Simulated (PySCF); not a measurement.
## Two-component Hartree-Fock for Pt (platinum, neutral)

Start: [Xe] 4f14 5d8 6s1 6p1; 5d3/2 filled at m_j = -1/2, +1/2, +3/2; 5d5/2 filled at m_j = -3/2, -1/2, +1/2, +3/2, +5/2; 6s1/2 filled at m_j = +1/2; 6p3/2 filled at m_j = +3/2. Calculated with PySCF 2.14 in x2c-TZVPall-2c (11s11p10d2f, 108 functions): generalised Hartree-Fock with the X2C-1e Hamiltonian and a Gaussian nucleus; spin-orbit coupling (SO) screened by Boettger's factors. This is a chosen level, not necessarily the ground level.

| spinor shell | electrons | ε, screened SO (eV) | weight of nominal j (screened SO) | rms radius, screened SO (bohr) |
| --- | --- | --- | --- | --- |
| 1s1/2 | 2 | -78807.5 | 1.000 | 0.0194 |
| 2s1/2 | 2 | -13994.7 | 1.000 | 0.0782 |
| 2p1/2 | 2 | -13390.2 | 1.000 | 0.0663 |
| 2p3/2 | 4 | -11655.6 | 1.000 | 0.0741 |
| 3s1/2 | 2 | -3357.4 | 1.000 | 0.200 |
| 3p1/2 | 2 | -3086.9 | 1.000 | 0.191 |
| 3p3/2 | 4 | -2699.7 | 1.000 | 0.207 |
| 3d3/2 | 4 | -2254.6 | 1.000 | 0.182 |
| 3d5/2 | 6 | -2171.5 | 1.000 | 0.186 |
| 4s1/2 | 2 | -760.81 | 1.000 | 0.441 |
| 4p1/2 | 2 | -644.95 | 1.000 | 0.447 |
| 4p3/2 | 4 | -551.46 | 1.000 | 0.480 |
| 4d3/2 | 4 | -361.44 | 1.000 | 0.496 |
| 4d5/2 | 6 | -343.29 | 1.000 | 0.508 |
| 5s1/2 | 2 | -124.66 | 1.000 | 1.02 |
| 4f5/2 | 6 | -97.874 | 0.998 | 0.564 |
| 4f7/2 | 8 | -94.310 | 0.999 | 0.565 |
| 5p1/2 | 2 | -86.178 | 0.995 | 1.12 |
| 5p3/2 | 4 | -69.035 | 0.998 | 1.21 |
| 5d5/2 | 5 | -15.551 | 0.700 | 1.74 |
| 5d3/2 | 3 | -16.839 | 0.804 | 1.71 |
| 6s1/2 | 1 | -11.474 | 0.995 | 3.08 |
| 6p3/2 | 1 | -4.819 | 1.000 | 4.41 |

```
   quantity   screened SO
E (hartree)  -18426.53533
        M_J             6
       ⟨J²⟩        42.017
       ⟨L²⟩        20.431
       ⟨S²⟩         6.065
```

Each row is a mean over spinors that exchange with the open shell spreads, by up to 6.705 eV (5p3/2).

Rows whose weight is well below 1 are mixtures of j = l ± 1/2: exchange outweighs spin-orbit coupling there, and the label is only the starting occupation.

Breit and QED terms are absent; they matter most for the inner s and p1/2 levels.

Densities and radii are taken from the X2C orbitals without a picture-change correction, which distorts them close to the nucleus.
